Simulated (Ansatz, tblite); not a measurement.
Cost and result up the ladder for `Sc1ccc(-c2ccc(-c3ccc(S)cc3)cc2)cc1` (34 atoms). Total charge 0; singlet. Geometry: PBE-D4/def2-SVP.

Cartesian coordinates in Å:
```
S 1.0871 -1.7314 -7.2574
C 0.8497 -1.3794 -5.5352
C 0.1092 -0.2278 -5.1929
C -0.1057 0.1013 -3.8519
C 0.4016 -0.6978 -2.8017
C 0.1718 -0.3436 -1.3824
C 0.0977 1.0049 -0.9641
C -0.1151 1.3394 0.3760
C -0.2651 0.3430 1.3677
C -0.4866 0.6973 2.7883
C 0.0931 1.8542 3.3560
C -0.1084 2.1932 4.6977
C -0.9083 1.3792 5.5260
S -1.2158 1.7307 7.2372
C -1.4955 0.2204 4.9744
C -1.2840 -0.1088 3.6329
C -0.1932 -1.0054 0.9491
C 0.0200 -1.3400 -0.3909
C 1.1399 -1.8477 -3.1616
C 1.3648 -2.1863 -4.4997
H 1.8077 -2.8732 -7.0819
H -0.3106 0.4096 -5.9858
H -0.7093 0.9895 -3.6131
H 0.2285 1.8089 -1.7039
H -0.1856 2.4003 0.6597
H 0.7426 2.4932 2.7393
H 0.3706 3.0956 5.1071
H -0.4884 2.8806 7.2897
H -2.1317 -0.4229 5.6010
H -1.7757 -1.0029 3.2215
H -0.2879 -1.8093 1.6945
H 0.0516 -2.4011 -0.6808
H 1.5755 -2.4806 -2.3740
H 1.9556 -3.0831 -4.7406
```

Ansatz on 2 threads of AMD EPYC 7R13 on a shared host and a share (18 GiB) of an NVIDIA H100 80GB HBM3; xTB runs through tblite on one thread. Times are rough, summed over both states, and most runs start from the orbitals of an earlier one. PBE0-D4/def2-TZVP serves as the yardstick here, not as an exact answer. The other state is a triplet.

The xTB rows come from tblite. Single mean-field runs in def2-TZVP are fitted with def2-universal-jkfit.

xTB has no spin-polarisation term.

| level | functions | wall time |
| --- | --- | --- |
| GFN2-xTB | 104 | 0.091 s |
| GFN1-xTB | 118 | 0.11 s |
| PBE-D4/def2-TZVP (with forces) | 716 | 31 s |
| PBE0-D4/def2-TZVP | 716 | 36 s |

(1) Estimate what each level gives for the vertical triplet (eV).

Answers

(1) 
| level | vertical triplet (eV) | difference from PBE0-D4/def2-TZVP (eV) |
| --- | --- | --- |
| GFN2-xTB | 2.78 | -0.28 |
| GFN1-xTB | 2.77 | -0.29 |
| PBE-D4/def2-TZVP (with forces) | 2.68 | -0.37 |
| PBE0-D4/def2-TZVP | 3.06 | 0.00 |
